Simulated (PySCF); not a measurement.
Computed shifts of a molecule C4H5NSi, PBE0/pcSseg-1 (PySCF), GIAO, gas phase, atoms alike by connectivity averaged where their shifts nearly agree, in ppm (number of nuclei): ¹³C: 102.8 (2), 92.0 (1), 88.3 (1). ²⁹Si: -68.8 (1). ¹⁵N: 21.6 (1). ¹H: 5.04 (1), 2.58 (2), 0.84 (1), 0.75 (1). References: ¹³C against TMS (σ = 186.3 ppm); ²⁹Si against TMS (σ = 352.7 ppm); ¹⁵N against NH3 (σ = 267.4 ppm); ¹H against TMS (σ = 31.56 ppm), references at their B3LYP-D3(BJ)/def2-TZVP geometries, non-relativistic. Geometry optimised at PBE0-D3(BJ)/def2-SVP. The values are those of a single conformer.

**Question.** Which structure fits?
A) N#CC=C=C[SiH3]
B) C#C[Si@H]1C=NC1
C) N#CCC#C[SiH3]
D) C#C[SiH](N)C#C

**Answer.** D, C#C[SiH](N)C#C
